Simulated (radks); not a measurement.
Species: Sm48+. Configuration: [Ne] 3s2 3p2 (the NIST ground configuration).

Calculated with a radial shooting solver on a logarithmic mesh with Libxc functionals: non-relativistic Kohn-Sham, LB94 model potential, spin-polarised, spherical densities, point nucleus; open shells are filled with parallel spins first (spin-orbit coupling, left out, can overturn this in heavy ions); relativity is left out, which matters for an element this heavy.

Energy parts (eV):
kinetic: 211938.77
electron-nucleus: -443556.03
Hartree: 23052.22
(The LB94 potential has no energy functional, so no total or exchange-correlation energy is given.)

Orbitals (lengths in bohr, moments of r in powers of bohr; <r^-3> diverges for s and p1/2):
orbital  occ.  eigenvalue (eV)  <1/r>  <r^-3>      <r^4>
1s up       1        -47514.95  61.51       -  1.607e-06
1s down     1        -47515.18  61.52       -  1.606e-06
2s up       1        -10156.25  14.48       -  0.0002528
2s down     1        -10156.13  14.47       -  0.0002532
2p up       3        -9850.533  14.48    8350  0.0001600
2p down     3        -9846.797  14.47    8337  0.0001604
3s up       1        -4145.985  6.035       -   0.006612
3s down     1        -4131.995  6.051       -   0.006601
3p up       2        -4033.607  6.005    2149   0.005661
3p down     0        -4022.156  6.028    2171   0.005633
3d up       0        -3867.216  5.909   383.3   0.003404
3d down     0        -3863.748  5.929   386.3   0.003358
4s up       0        -2250.171  3.310       -    0.06853
4s down     0        -2243.588  3.306       -    0.06894

The highest occupied level is 3p up at -4033.6 eV. Spin moment in Bohr magnetons: 2. Summed over all electrons, <r^2> = 0.3393 bohr^2, which gives a Langevin (diamagnetic) susceptibility term of -0.269 x 10^-6 cm^3/mol.
